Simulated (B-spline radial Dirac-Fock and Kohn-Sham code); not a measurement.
K-line shifts caused by a second vacancy in Br⁻

System: Br⁻, [Ar] 3d10 4s2 4p6, inside a Watson sphere of charge +1 and radius 2.352 Å (a model of the Madelung potential; inside it an electron's potential energy is lowered by 6.1 eV).

Level of theory: Dirac-Fock ΔSCF + Breit + QED; a B-spline atomic structure program. Each two-hole energy is an average over J within one jj subconfiguration, not an observable level; in light atoms, where LS coupling holds, the j-resolved values are not observed lines, and for a K spectator the Kα1 hypersatellite is nearly forbidden. Correlation and solid-state effects are left out.

Lines without a spectator: Kα2 (K-L2) 11876.1 eV, Kα1 (K-L3) 11922.7 eV, Kβ3 (K-M2) 13280.4 eV, Kβ1 (K-M3) 13287.3 eV. Shifts in eV with one spectator hole (a dash: not computed, or left out as unreliable):

```
spectator hole    Kα2    Kα1    Kβ3     Kβ1
    L2 (2p1/2)  +37.4  +46.2      –  +101.1
    L3 (2p3/2)  +40.7  +39.5  +95.1       –
    M2 (3p1/2)      –  +3.50  +8.01  +10.39
    M3 (3p3/2)  +2.91      –  +9.39   +8.85
    M4 (3d3/2)  -0.47  -1.85      –       –
    M5 (3d5/2)  -1.99  -1.09      –       –
```

**Question.** Where does the K-L3 hypersatellite lie, emitted when both K electrons are missing?

**Answer.** +383.8 eV from the normal line, at 12306.5 eV. Removing both K electrons costs 27463.4 eV, which is 509.4 eV more than twice the K binding energy.

With n spectator holes in 2p, averaged over the 2p shell (energies in eV):

| n | KαLⁿ | step | hypersatellite KαʰLⁿ |
| --- | --- | --- | --- |
| 0 | 11907.1 | – | 12289.1 |
| 1 | 11948.6 | +41.5 | 12331.8 |
| 2 | 11991.1 | +42.5 | 12375.6 |
| 3 | 12034.8 | +43.6 | 12420.4 |
| 4 | 12079.5 | +44.7 | 12466.4 |
| 5 | 12125.4 | +45.9 | 12513.5 |
